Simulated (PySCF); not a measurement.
C3H9FOSi. Atoms are numbered in the order given.

```xyz
15

C      1.7467    -1.4968    -0.7564
C      0.9869    -0.2149    -1.1289
Si    -0.3081     0.2918     0.1249
C     -1.6529    -0.9596     0.3977
O     -1.0464     1.7245    -0.2805
F      0.4966     0.5037     1.5379
H      1.0663    -2.3604    -0.6756
H      2.2543    -1.3881     0.2151
H      2.5116    -1.7525    -1.5069
H      0.4904    -0.3279    -2.1095
H      1.6960     0.6250    -1.2476
H     -2.1951    -1.1621    -0.5397
H     -2.3789    -0.5902     1.1387
H     -1.2381    -1.9103     0.7678
H     -0.4761     2.4804    -0.4625
```
Charge 0, spin multiplicity 1.

Geometry: B3LYP-D3(BJ)/def2-SVP. The values are those of a single conformer.

Method: PySCF with TDA-CAM-B3LYP/def2-SVPD.

Vertical excitations. Gas-phase values at a fixed geometry.

```json
[
 {"state": "S1", "energy (eV)": "7.63", "λ (nm)": "162", "f": "0.050", "main pairs": "HOMO→LUMO 90 %"},
 {"state": "S2", "energy (eV)": "8.12", "λ (nm)": "153", "f": "0.016", "main pairs": "HOMO→LUMO+1 76 %, HOMO−1→LUMO 12 %"},
 {"state": "S3", "energy (eV)": "8.48", "λ (nm)": "146", "f": "0.020", "main pairs": "HOMO−1→LUMO 55 %, HOMO→LUMO+1 13 %, HOMO−1→LUMO+1 10 %"},
 {"state": "S4", "energy (eV)": "8.81", "λ (nm)": "141", "f": "0.023", "main pairs": "HOMO→LUMO+2 63 %"},
 {"state": "S5", "energy (eV)": "8.96", "λ (nm)": "138", "f": "0.004", "main pairs": "HOMO→LUMO+3 57 %, HOMO→LUMO+2 13 %"},
 {"state": "S6", "energy (eV)": "9.18", "λ (nm)": "135", "f": "0.045", "main pairs": "HOMO−2→LUMO 38 %, HOMO−4→LUMO 11 %, HOMO→LUMO+4 8 %, HOMO−3→LUMO 8 %"},
 {"state": "T1", "energy (eV)": "7.39", "λ (nm)": "168", "f": "0", "main pairs": "HOMO→LUMO 80 %"},
 {"state": "T2", "energy (eV)": "7.83", "λ (nm)": "158", "f": "0", "main pairs": "HOMO→LUMO+1 59 %, HOMO−1→LUMO 18 %"}
]
```
Triplets are in the Tamm–Dancoff approximation.
